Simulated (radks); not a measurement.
Values are calculated unless marked as measured or tabulated.
Problem. Ionisation of the ruthenium ion Ru+, [Kr] 4d7, to Ru2+, [Kr] 4d6, under several functionals. Scalar-relativistic Kohn-Sham, spin-polarised, spherical densities, finite nucleus; open shells are filled with parallel spins first (spin-orbit coupling, left out, can overturn this in heavy ions); a radial shooting solver on a logarithmic mesh with Libxc functionals. Known Delta-SCF values: SCAN 16.268 eV; B86b exchange with PBE correlation 16.739 eV. What does LDA (Slater exchange, Perdew-Wang correlation) give, and what is its highest occupied eigenvalue?

Solution. 17.134 eV by Delta-SCF; the 4d eigenvalue is -11.773 eV. NIST: 16.8 eV (semi-empirical).
